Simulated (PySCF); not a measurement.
# Dipole response of Ni(3+) (nickel, charge +3)

[Ar] 3d7, high-spin 4F determinant. Computed with PySCF 2.14 in x2c-QZVPPall with one added diffuse shell each of s, p, d, f, g type (12s8p7d5f3g, 133 functions), with scalar relativity by spin-free X2C-1e. Coupled (time-dependent) response in atomic units; α is the mean over directions.

```csv
method,mean α (bohr³),C₆ (like pair),S(−4)
PW91,1.771,4.181,1.137
```

S(−4) is the Cauchy moment in α(ω) = α(0) + S(−4) ω² + …

α(iu) at PW91:

| u (hartree) | α(iu) (bohr³) |
| --- | --- |
| 0 | 1.771 |
| 0.0500 | 1.768 |
| 0.100 | 1.760 |
| 0.200 | 1.728 |
| 0.300 | 1.679 |
| 0.500 | 1.551 |
| 0.750 | 1.380 |
| 1.00 | 1.223 |
| 1.50 | 0.9730 |
| 2.00 | 0.7893 |
| 3.00 | 0.5446 |
| 5.00 | 0.2996 |

A single London oscillator, α(iu) = α/(1 + u²/ω²), gives C₆ = (3/4) ω α². Matching the computed C₆ needs ω = 4 × 4.181 / (3 × 1.771²) = 1.78 hartree.

For an ion, C₆ is the dispersion term alone; charge-induced terms of lower order in 1/R come first.
